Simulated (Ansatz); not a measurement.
Cost and result for the atomization energy of C₂H₉BOSi, SMILES `BO[SiH](C)C` (14 atoms, 13 bonds).

```json
{"atom": "B1", "x (Å)": "-0.786", "y (Å)": "-1.886", "z (Å)": "-1.250"}
{"atom": "O2", "x (Å)": "-0.914", "y (Å)": "-1.180", "z (Å)": "-0.117"}
{"atom": "Si3", "x (Å)": "-0.457", "y (Å)": "0.349", "z (Å)": "0.370"}
{"atom": "C4", "x (Å)": "0.450", "y (Å)": "1.248", "z (Å)": "-0.983"}
{"atom": "C5", "x (Å)": "0.580", "y (Å)": "0.151", "z (Å)": "1.899"}
{"atom": "H6", "x (Å)": "-1.235", "y (Å)": "-3.000", "z (Å)": "-1.279"}
{"atom": "H7", "x (Å)": "-0.232", "y (Å)": "-1.412", "z (Å)": "-2.210"}
{"atom": "H8", "x (Å)": "-1.722", "y (Å)": "1.061", "z (Å)": "0.695"}
{"atom": "H9", "x (Å)": "0.707", "y (Å)": "2.257", "z (Å)": "-0.646"}
{"atom": "H10", "x (Å)": "-0.160", "y (Å)": "1.340", "z (Å)": "-1.883"}
{"atom": "H11", "x (Å)": "1.377", "y (Å)": "0.736", "z (Å)": "-1.253"}
{"atom": "H12", "x (Å)": "1.512", "y (Å)": "-0.375", "z (Å)": "1.675"}
{"atom": "H13", "x (Å)": "0.836", "y (Å)": "1.127", "z (Å)": "2.320"}
{"atom": "H14", "x (Å)": "0.043", "y (Å)": "-0.416", "z (Å)": "2.661"}
```

The species carries charge 0 and has multiplicity 1. The geometry is a stationary point of PBE0-D4/def2-TZVP. It is one conformer, not always the lowest. Program: Ansatz. All runs use 4 threads of an Arm Neoverse V1 on a shared host. Times are those of one run each, without the atoms' runs, and a repeat can differ threefold. Electronic energies, without spin–orbit coupling; frozen cores. CCSD(T)/CBS adds CCSD(T) − MP2 in def2-TZVPP to the MP2 limit, and its time is that of the two runs behind it. T1 = 0.012. B3LYP takes the VWN-RPA correlation (the form of Gaussian; ORCA's B3LYP/G).

CCSD(T)/CBS is a level of theory with its own doubt, some kJ/mol a heavy atom from the limit and from the frozen cores, so smaller differences don't rank the functionals.

```csv
level,functions,wall time,atomization (kcal/mol),difference from CCSD(T)/CBS,per bond
PBE-D4/def2-TZVPP (with forces),292,3.2 s,1286.8,9.3,0.7
PBE0-D4/def2-TZVPP,292,3.7 s,1275.3,-2.2,-0.2
r2SCAN-D4/def2-TZVPP (with forces),292,6 s,1281.8,4.3,0.3
B3LYP-D4/def2-TZVPP (with forces),292,6 s,1279.7,2.2,0.2
B2PLYP/def2-TZVPP,292,7.5 s,1267.1,-10.4,-0.8
ωB97X-V/def2-TZVPP,292,10 s,1280.8,3.3,0.3
ωB97M-V/def2-TZVPP (with forces),292,15 s,1282.5,5.0,0.4
MP2/def2-QZVPP,568,34 s,1279.2,1.7,0.1
CCSD(T)/def2-TZVPP,292,4.8 min,1249.3,-28.2,-2.2
CCSD(T)/CBS(def2),–,5.4 min,1277.5,0.0,0.0
```

From PBE to PBE0 (25 % exact exchange), in def2-TZVPP and without D4, the atomization energy moves by −10.5 kcal/mol: exact exchange takes away binding that semilocal exchange gives to molecules. The D4 term adds +10.2 kcal/mol with B3LYP and +5.4 kcal/mol with PBE0; it sums over pairs of atoms, weighted by their polarisabilities, and B3LYP, whose exchange is more repulsive, gets the larger term. In def2-TZVPP, CCSD(T) changes the Hartree–Fock value by +265.2 kcal/mol (the triples alone add +13.1 kcal/mol) and MP2 by +278.3 kcal/mol; breaking electron pairs costs correlation energy, which Hartree–Fock lacks.
